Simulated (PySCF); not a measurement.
## MOH across the 5d metals

Level: PBE0, basis family def2-TZVP, scalar-relativistic core potentials from Rb on and no relativity for lighter atoms.

Each entry is the lowest minimum that a search over a few typed start shapes (and spin states, where more than one is plausible) found, or that minimum re-optimised at the stated level; isomers with ligand–ligand bonds, or fragments after loss of a ligand pair, can lie lower. Open shells are unrestricted; no spin–orbit coupling; PySCF with density fitting.

| molecule | 2S+1 | point group | mean bond to the central atom (Å) | distinct angles (°) | dipole (D) | highest ω (cm⁻¹) | lowest ω (cm⁻¹) |
| --- | --- | --- | --- | --- | --- | --- | --- |
| HHfO | 2 | Cs | 1.795 | 104 | 4.75 | 1675 | 529 |
| HTaO | 3 | Cs | 1.736 | 104 | 4.18 | 1834 | 558 |
| HWO | 4 | Cs | 1.720 | 121 | 2.57 | 1869 | 553 |
| HIrO | 3 | Cs | 1.624 | 101 | 2.73 | 2329 | 610 |
| HAuO | 3 | Cs | 1.744 | 155 | 0.71 | 2186 | 386 |

Spin–orbit coupling can matter for HHfO, HTaO, HWO, HIrO, HAuO.

Left out of the table are members whose search was unfinished or whose lowest solution was spin-contaminated, unstable, very soft or bonded differently.

Open d and f shells are single-determinant solutions and may miss the true ground state.
